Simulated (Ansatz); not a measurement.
Relaxation of AlClH$_{8}$O$_{2}$Si$_{2}$ (14 atoms, charge 0, multiplicity 1), to a largest force component of 0.03 eV/Å in at most 50 steps.

The calculation used RKS PBE/6-31G* in Ansatz.

```xyz
14
Properties=species:S:1:pos:R:3
Al -0.340 -0.193 -0.002
O -0.426 -0.241 1.743
Si -1.407 -0.548 3.053
H -2.526 -1.486 2.700
H -0.586 -1.173 4.142
H -2.003 0.728 3.573
O 1.111 -0.553 -0.803
Si 2.431 -1.442 -1.285
H 1.983 -2.710 -1.960
H 3.249 -0.633 -2.250
H 3.289 -1.808 -0.108
Cl -2.061 0.249 -1.129
H 0.260 2.388 0.765
H 0.106 1.845 1.207
```

Q: Where does it end, and by what steps?

A: The run converged. The force dipped under the threshold on the way, but the program's further checks kept it going. After 15 steps the energy has fallen by 0.117 eV; H13 moved furthest, 0.70 Å.

| step | energy less start (eV) | largest force component (eV/Å) | accepted |
| --- | --- | --- | --- |
| 0 | 0.0000 | 1.179 | yes |
| 1 | -0.0747 | 0.643 | yes |
| 2 | -0.0884 | 0.476 | yes |
| 3 | -0.1003 | 0.188 | yes |
| 4 | -0.1058 | 0.432 | yes |
| 5 | -0.1104 | 0.222 | yes |
| 6 | -0.1120 | 0.039 | yes |
| 7 | -0.1124 | 0.028 | yes |
| 8 | -0.1129 | 0.085 | yes |
| 9 | -0.1134 | 0.066 | yes |
| 10 | -0.1147 | 0.122 | yes |
| 11 | -0.1148 | 0.187 | yes |
| 12 | -0.1154 | 0.110 | yes |
| 13 | -0.1156 | 0.067 | yes |
| 14 | -0.1161 | 0.040 | yes |
| 15 | -0.1167 | 0.026 | yes |

```xyz
14
Properties=species:S:1:pos:R:3
Al -0.413 -0.201 0.085
O -0.550 -0.474 1.762
Si -1.482 -0.646 3.129
H -2.680 -1.513 2.866
H -0.654 -1.284 4.204
H -1.957 0.691 3.620
O 0.996 -0.620 -0.761
Si 2.412 -1.337 -1.241
H 2.125 -2.600 -2.000
H 3.174 -0.398 -2.130
H 3.274 -1.678 -0.058
Cl -2.085 0.467 -1.012
H 0.584 2.061 0.237
H 0.337 1.956 0.945
```

Run time: 53 s on 4 threads of Arm Neoverse N1, with other jobs on the host, peak memory 0.19 GiB.
